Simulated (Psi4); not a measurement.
An input for SiH2Br2 (dibromosilane)

The species is SiH2Br2 (5 atoms), meant as a singlet with charge 0. As SMILES, `Br[SiH2]Br`. The shape is that of a PBE0-D4/def2-TZVP optimisation.

```xyz
5

Br   -1.6727   -1.2393    0.3623
Si    0.1582   -0.0463    0.0547
Br   -0.2956    1.8142   -1.0420
H     1.1034   -0.8432   -0.7517
H     0.7066    0.3146    1.3767
```

Settings wanted:

```
task                          : gradient
method                        : DFT
functional                    : PBE0
basis set                     : def2-SVP
reference                     : RKS
relativity                    : none
integrals                     : pk
integral approximation        : none
core potential                : none
frozen core orbitals          : 0
integration grid              : 99 radial × 590 angular
symmetry                      : c1
threads                       : 1
SCF convergence threshold     : 1e-09
density convergence threshold : 1e-08
```

Question: Write the Psi4 1.11 input and the command.

Answer: One that was run (others would do as well):

input.inp:
```
memory 2200 MB

molecule {
  0 1
  Br
  Si 1 R2
  Br 2 R3 1 A3
  H 2 R4 3 A4 1 D4
  H 2 R5 4 A5 3 D5

  R2 = 2.206842
  R3 = 2.206794
  A3 = 110.75763
  R4 = 1.47607
  A4 = 108.38239
  D4 = 118.78728
  R5 = 1.476071
  A5 = 112.5465
  D5 = -119.85311
  symmetry c1
}

set basis def2-SVP
set puream true
set e_convergence 1e-09
set d_convergence 1e-08
set scf_type pk
set dft_radial_points 99
set dft_spherical_points 590

gradient("pbe0")
```

```bash
$ psi4 input.inp input.out -n 1
```

Calculated total energy: -5437.65737 Eh, largest force 0.162 eV/Å.
